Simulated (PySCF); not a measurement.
Nuclear quadrupole coupling in `C=C/C=C/C=C/C(Cl)(Cl)Cl`

C₇H₇Cl₃.
Geometry (GFN2-xTB, Å), atoms numbered from 1 in this order:
```xyz
17
C7H7Cl3 angstrom
C     -3.805   -0.323   -0.743
C     -2.704    0.361   -0.432
C     -1.435   -0.259   -0.164
C     -0.319    0.424    0.149
C      0.941   -0.208    0.413
C      2.049    0.473    0.725
C      3.376   -0.115    1.007
Cl     3.908    0.362    2.655
Cl     4.583    0.536   -0.152
Cl     3.423   -1.878    0.909
H     -3.799   -1.398   -0.810
H     -4.743    0.165   -0.939
H     -2.735    1.441   -0.370
H     -1.401   -1.339   -0.224
H     -0.348    1.504    0.211
H      0.966   -1.287    0.350
H      2.036    1.552    0.791
```

Field gradients from the PBE0/pcSseg-1 density (PySCF, non-relativistic), principal values in atomic units, ordered |Vxx| ≤ |Vyy| ≤ |Vzz|:

| atom | Vxx | Vyy | Vzz |
| --- | --- | --- | --- |
| Cl8 | -2.1332 | -2.1680 | 4.3012 |
| Cl9 | -2.1326 | -2.1682 | 4.3008 |
| Cl10 | -2.1404 | -2.1652 | 4.3055 |

Problem. Find the asymmetry η = (Vxx − Vyy)/Vzz and the couplings χ = eQV/h (234.96 MHz × Q in barn × V in au), with Q(35Cl) = −0.0817 b.

Solution. 
| atom | environment | nucleus | η | χzz (MHz) | χxx (MHz) | χyy (MHz) |
| --- | --- | --- | --- | --- | --- | --- |
| Cl8 | chlorine of a CCl3 group | 35Cl | 0.01 | -82.57 | 40.95 | 41.62 |
| Cl9 | chlorine of a CCl3 group | 35Cl | 0.01 | -82.56 | 40.94 | 41.62 |
| Cl10 | chlorine of a CCl3 group | 35Cl | 0.01 | -82.65 | 41.09 | 41.56 |

The gradient is axial or nearly so (η below 0.05) at Cl8, Cl9 and Cl10. 

Problem. What is Vzz at Cl9 in SI units (1 au = 9.71736 × 10²¹ V/m²)?

Solution. 4.3008 au = 41.792 × 10²¹ V/m².

Problem. And the gradient at the other heavy atoms, for which no coupling is worked out here?

Solution. 
| atom | environment | Vzz (au) | η |
| --- | --- | --- | --- |
| C1 | terminal =CH2 carbon | 0.338 | 0.32 |
| C2 | alkene CH carbon | 0.332 | 0.48 |
| C3 | alkene CH carbon | 0.353 | 0.36 |
| C4 | alkene CH carbon | 0.291 | 0.46 |
| C5 | alkene CH carbon | 0.377 | 0.20 |
| C6 | alkene CH carbon | -0.223 | 0.49 |
| C7 | CCl3 carbon | -0.372 | 0.01 |

Were the hydrogens deuterons (Q(2H) = 0.00286 b), χzz would run from 213 kHz (H16) to 227 kHz (H12).

Geometry: GFN2-xTB, one conformer, isolated molecule. GFN2-xTB bond lengths can be off by several hundredths of an ångström, more for odd bonds, and the gradients follow them. With a basis this small, the couplings can be 20 % off.
